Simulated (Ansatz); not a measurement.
Basis-set series for `C[Si](Cl)(Cl)c1ccccc1`. Charge 0, multiplicity 1. The structure was optimised at the PBE0-D4/def2-TZVP level. It is one conformer, not always the lowest.

Z-matrix (Å, degrees):
```
C
Si 1 1.850
H 1 1.092 2 109.6
H 1 1.092 2 110.7 3 -119.5
H 1 1.092 2 110.7 3 119.5
Cl 2 2.057 1 109.1 3 57.8
Cl 2 2.057 1 109.0 3 -58.2
C 2 1.853 1 114.0 3 179.8
C 8 1.394 2 120.6 1 0.9
C 8 1.396 2 120.8 1 -179.1
C 9 1.387 8 120.8 2 180.0
H 9 1.085 8 120.2 2 -0.1
C 10 1.384 8 120.7 2 -180.0
H 10 1.085 8 119.9 2 0.1
C 11 1.386 9 119.9 8 -0.0
H 11 1.084 9 120.0 8 180.0
H 13 1.084 10 119.9 8 -180.0
H 15 1.084 11 120.0 9 180.0
```

```
functional       basis  functions  energy (Eh)  HOMO (eV)  LUMO (eV)
   PBE0-D4    def2-SVP        192  -1480.28513      -7.58      -0.91
   PBE0-D4  def2-TZVPP        455  -1480.99541      -7.60      -1.03
   ωB97M-V    def2-SVP        192  -1480.83280      -9.65       1.13
   ωB97M-V  def2-TZVPP        455  -1481.55257      -9.68       0.95
```

(1) Give the rows for def2-QZVPP. (Best estimate.)

Results:

(1) Ansatz gave: 
| functional | basis | functions | energy (Eh) | HOMO (eV) | LUMO (eV) |
| --- | --- | --- | --- | --- | --- |
| PBE0-D4 | def2-QZVPP | 849 | -1481.04610 | -7.62 | -1.07 |
| ωB97M-V | def2-QZVPP | 849 | -1481.60031 | -9.70 | 0.88 |

Positive LUMOs are unbound and depend on the basis.
